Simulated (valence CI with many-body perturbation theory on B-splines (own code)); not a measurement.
# E1 transitions of Mo29+

Level of theory: valence CI with perturbative core correlation (CI+MBPT): three valence electrons over a frozen Dirac-Fock core [Ne], radial functions for each j: 11 s, 11 p, 9 d, 7 f, 5 g, 2 h, 1 i, with the one-electron correlation potential Σ1, the two-electron term Σ2, the three-electron term Σ3, Breit, model QED; selected CI, second order for the rest (own B-spline code, finite nucleus).

The last digits are not significant, and no measured levels were compared; by estimate large intervals hold to a few tenths of a per cent, small ones and those within an open d or f shell to about a per cent.

Lines 201 to 250 of 282 in falling wavelength, among levels below 337.65 eV, chosen from the strongest by gf and those to the six lowest levels. Wavelengths and rates use the calculated energies. Electric multipoles are in the length gauge, E1 and E2 with the static RPA response of the core. Weak lines are less certain than strong ones. Lines between different terms over intervals too small for the method are left out, as are lines whose strength nearly cancels. Where a level lies close to another of its J and parity, the split of strength between their lines is uncertain. The highest levels of a list are the least certain.

Names give the largest LS component (configuration and term), which can be under half, so a name can repeat, a term be missing and a line seem to break the LS rules; names also repeat where a configuration has a term twice. Letters in brackets count levels of one name in rising energy.

```tsv
λ vac (nm)	Upper	Lower	A (s⁻¹)	log gf	Branch %
9.214	3s 3p 3d 2D°_3/2 [b]	3s 3p2 2D_3/2	2.54e+10	-0.89	13.4
9.209	3s 3d2 4F_3/2	3s 3p 3d 4F°_5/2	1.64e+10	-1.08	9.8
9.204	3s 3p 3d 2D°_3/2 [a]	3s 3p2 4P_3/2	5.19e+10	-0.58	45.1
9.192	3s 3p 3d 4D°_3/2	3s 3p2 4P_1/2	9.00e+10	-0.34	85.5
9.169	3s 3p 3d 4D°_1/2	3s 3p2 4P_1/2	1.19e+11	-0.52	96.0
9.167	3p2 3d 4P_1/2	3p3 2D°_3/2	9.09e+10	-0.64	58.5
9.143	3s 3d2 4F_3/2	3p3 4S°_3/2	2.77e+10	-0.86	16.6
9.119	3s 3p2 2S_1/2	3s2 3p 2P°_1/2	4.86e+09	-1.92	5.8
9.099	3s 3p 3d 2P°_1/2 [a]	3s 3p2 2P_1/2	3.89e+10	-1.01	28.8
9.090	3s 3d2 4F_5/2	3s 3p 3d 4F°_5/2	5.51e+10	-0.39	35.9
9.040	3s 3p 3d 4D°_5/2	3s 3p2 4P_3/2	3.61e+10	-0.58	32.1
9.010	3s 3p 3d 4P°_1/2	3s 3p2 4P_3/2	8.59e+10	-0.68	97.7
9.001	3p2 3d 4P_5/2	3s 3p 3d 2D°_5/2 [a]	5.82e+10	-0.37	32.7
8.992	3s 3p 3d 4P°_3/2 [a]	3s 3p2 4P_3/2	1.74e+10	-1.07	16.7
8.984	3s 3p 3d 2D°_5/2 [b]	3s 3p2 4P_5/2	2.80e+09	-1.69	3.4
8.946	3p2 3d 4P_3/2 [b]	3s 3p 3d 4F°_3/2	4.03e+10	-0.71	22.6
8.921	3s 3p 3d 4P°_3/2 [b]	3s 3p2 4P_3/2	1.28e+10	-1.21	17.6
8.857	3p3 2P°_1/2	3s 3p2 4P_1/2	3.79e+09	-2.05	4.8
8.831	3s 3p 3d 2P°_1/2 [b]	3s 3p2 2P_1/2	5.00e+10	-0.93	24.4
8.752	3s 3d2 4F_3/2	3s 3p 3d 4F°_3/2	3.96e+10	-0.74	23.7
8.707	3p2 3d 2F_7/2 [b]	3s 3p 3d 4F°_5/2	3.04e+10	-0.56	18.1
8.687	3s2 3d 2D_3/2	3s2 3p 2P°_1/2	3.86e+10	-0.76	25.2
8.557	3s 3p 3d 2D°_5/2 [b]	3s 3p2 4P_3/2	1.39e+09	-2.04	1.7
8.551	3s 3p 3d 2F°_5/2 [b]	3s 3p2 2D_3/2	6.48e+10	-0.37	34.9
8.521	3s 3p 3d 2P°_1/2 [a]	3s 3p2 2D_3/2	1.64e+09	-2.45	1.2
8.490	3p2 3d 2F_5/2 [b]	3p3 2D°_3/2	4.77e+10	-0.51	30.0
8.488	3s 3p 3d 2D°_3/2 [b]	3s 3p2 4P_5/2	2.95e+08	-2.89	0.2
8.451	3s 3p 3d 2F°_7/2 [a]	3s 3p2 4P_5/2	2.10e+10	-0.74	29.3
8.372	3p2 3d 2F_7/2 [b]	3s 3p 3d 2D°_5/2 [a]	2.00e+10	-0.77	11.9
8.285	3s 3p 3d 2P°_1/2 [b]	3s 3p2 2D_3/2	3.22e+09	-2.18	1.6
8.230	3s 3p 3d 2D°_3/2 [a]	3s 3p2 4P_1/2	4.13e+09	-1.78	3.6
8.115	3s 3p 3d 2P°_3/2 [a]	3s 3p2 2D_3/2	3.77e+07	-3.83	0.0
8.106	3s 3p 3d 2D°_3/2 [b]	3s 3p2 4P_3/2	2.78e+05	-5.96	0.0
8.074	3s 3p 3d 4P°_1/2	3s 3p2 4P_1/2	1.46e+08	-3.54	0.2
8.062	3s 3p 3d 2D°_5/2 [c]	3s 3p2 2D_3/2	2.80e+08	-2.79	0.1
8.060	3s 3p 3d 4P°_3/2 [a]	3s 3p2 4P_1/2	1.02e+10	-1.40	9.8
8.002	3s 3p 3d 4P°_3/2 [b]	3s 3p2 4P_1/2	6.75e+08	-2.59	0.9
7.971	3s 3p 3d 2P°_3/2 [b]	3s 3p2 2D_3/2	4.95e+09	-1.72	2.1
7.938	3s 3p 3d 2F°_7/2 [b]	3s 3p2 4P_5/2	6.67e+09	-1.30	5.1
7.923	3s 3p 3d 2F°_5/2 [b]	3s 3p2 4P_5/2	1.48e+08	-3.08	0.1
7.589	3s 3p 3d 2F°_5/2 [b]	3s 3p2 4P_3/2	1.32e+08	-3.16	0.1
7.565	3s 3p 3d 2P°_1/2 [a]	3s 3p2 4P_3/2	1.21e+08	-3.68	0.1
7.547	3s 3p 3d 2P°_3/2 [a]	3s 3p2 4P_5/2	6.29e+08	-2.67	0.4
7.501	3s 3p 3d 2D°_5/2 [c]	3s 3p2 4P_5/2	2.07e+09	-1.98	1.0
7.422	3s 3p 3d 2P°_3/2 [b]	3s 3p2 4P_5/2	8.45e+08	-2.55	0.4
7.379	3s 3p 3d 2P°_1/2 [b]	3s 3p2 4P_3/2	1.80e+08	-3.53	0.1
7.340	3s 3p 3d 2D°_3/2 [b]	3s 3p2 4P_1/2	3.39e+09	-1.96	1.8
7.243	3s 3p 3d 2P°_3/2 [a]	3s 3p2 4P_3/2	5.22e+08	-2.78	0.3
7.201	3s 3p 3d 2D°_5/2 [c]	3s 3p2 4P_3/2	1.12e+09	-2.28	0.5
7.128	3s 3p 3d 2P°_3/2 [b]	3s 3p2 4P_3/2	3.12e+08	-3.02	0.1
```
